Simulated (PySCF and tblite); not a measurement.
Values are calculated unless marked as measured or tabulated.
2 diastereomers of C10H18O2, numbered alike:

```tsv
isomer	SMILES	descriptors (one enantiomer)
A	[CH3:1][C:2](=[O:3])[C@H:4]([CH3:5])[CH2:6][CH2:7][C@H:8]([CH3:9])[C:10]([CH3:11])=[O:12]	4R, 8S
B	[CH3:1][C:2](=[O:3])[C@@H:4]([CH3:5])[CH2:6][CH2:7][C@H:8]([CH3:9])[C:10]([CH3:11])=[O:12]	4S, 8S
```

Each isomer is a Boltzmann average at 298.15 K over at most 5 conformers: GFN2-xTB geometries, energies PBE0/def2-SVP (D3(BJ) added where defined), GFN2-xTB thermal terms. Programs: PySCF with density fitting and tblite.

**Question.** Rank the isomers by free energy at 298.15 K.

**Answer.** 
```json
{"isomer": "A", "ΔG (kcal/mol)": "0.0", "ΔE, lowest conformer": "0.0", "conformers": "5", "largest weight %": "74", "rms dipole (D)": "4.12"}
{"isomer": "B", "ΔG (kcal/mol)": "0.8", "ΔE, lowest conformer": "0.8", "conformers": "5", "largest weight %": "39", "rms dipole (D)": "3.43"}
```

ΔG is for one enantiomer.

**Question.** If they could interconvert freely, what would the mixture hold (chiral isomers as racemates)?

**Answer.** A 67 %, B 33 %. A racemate gains RT ln 2.

The conformer set may be incomplete (the search or the number kept was capped).
